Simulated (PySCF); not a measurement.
# ECD: `N[SiH2]N[C@H]1[C@H](F)[C@@H]1F`, C₃H₈F₂N₂Si

Geometry (Å), atoms numbered from 1 in this order:
```xyz
16

N     2.4694    0.2919    0.8192
Si    1.7468   -0.9728   -0.0933
N     0.2240   -0.3078   -0.5805
C    -0.6654    0.3080    0.3254
C    -1.8885    1.0461   -0.1421
F    -2.2054    2.2268    0.4519
C    -2.0371   -0.2384    0.6343
F    -2.4842   -0.1948    1.9174
H     2.4647    1.2255    0.4390
H     3.3433    0.1139    1.2856
H     2.3414   -1.3503   -1.3800
H     1.6898   -2.1048    0.8346
H    -0.2489   -0.7322   -1.3624
H    -0.1554    0.7509    1.1708
H    -2.1752    1.0590   -1.1877
H    -2.4269   -1.1123    0.1238
```

Computed with TDDFT wB97X-D/def2-SVPD circular dichroism and optical rotation, one conformer, gas phase in PySCF 2.14.0. Geometry: GFN2-xTB.

The molecule is flexible and this is one conformer; a measurement averages over conformers.

Q: What are the CIP labels of the stereocentres?

A: C5 S, C7 R.

Q: Which excitations and rotatory strengths does the calculation give?

A: Rotatory strengths R in 10⁻⁴⁰ esu² cm², velocity form and length form (origin at the centre of mass); f in length form.
| state | E (eV) | λ (nm) | f | R (velocity) | R (length) | main |
| --- | --- | --- | --- | --- | --- | --- |
| 1 | 6.27 | 198 | 0.016 | -20.5 | -20.1 | HOMO→LUMO+1 0.67, HOMO→LUMO+2 0.18 |
| 2 | 6.56 | 189 | 0.004 | -4.4 | -4.0 | HOMO→LUMO+2 0.66, HOMO→LUMO+1 0.13 |
| 3 | 6.84 | 181 | 0.056 | -62.9 | -62.7 | HOMO→LUMO 0.57, HOMO−1→LUMO 0.16 |
| 4 | 6.92 | 179 | 0.019 | +17.9 | +17.0 | HOMO−1→LUMO 0.78, HOMO→LUMO 0.11 |
| 5 | 7.30 | 170 | 0.001 | -0.3 | -0.6 | HOMO→LUMO+4 0.74, HOMO→LUMO+3 0.11 |
| 6 | 7.56 | 164 | 0.0003 | +1.3 | +1.4 | HOMO−2→LUMO+2 0.78 |
| 7 | 7.64 | 162 | 0.024 | -60.9 | -57.9 | HOMO−1→LUMO+1 0.42, HOMO−1→LUMO+2 0.17 |
| 8 | 7.73 | 160 | 0.024 | +19.2 | +19.2 | HOMO→LUMO+3 0.54, HOMO→LUMO+5 0.11 |
| 9 | 7.89 | 157 | 0.046 | -42.5 | -41.4 | HOMO→LUMO+5 0.59, HOMO→LUMO+3 0.13 |
| 10 | 8.11 | 153 | 0.004 | +1.6 | +1.1 | HOMO→LUMO+6 0.55, HOMO→LUMO+5 0.11 |
| 11 | 8.22 | 151 | 0.009 | +14.6 | +13.4 | HOMO−1→LUMO+3 0.51, HOMO−1→LUMO+1 0.19 |
| 12 | 8.29 | 150 | 0.008 | -3.2 | -2.4 | HOMO−2→LUMO+1 0.53, HOMO−2→LUMO+4 0.14 |

Among the states computed, the strongest CD band (largest |R|) is state 3. The largest dissymmetry factor in size, g = 4R/(D+G), with D and G the electric and magnetic dipole strengths, is +0.035 for state 6 (velocity form, f = 0.0004), among bands with |R| over 0.5. The mirror image has the same energies and oscillator strengths and all R with the opposite sign.
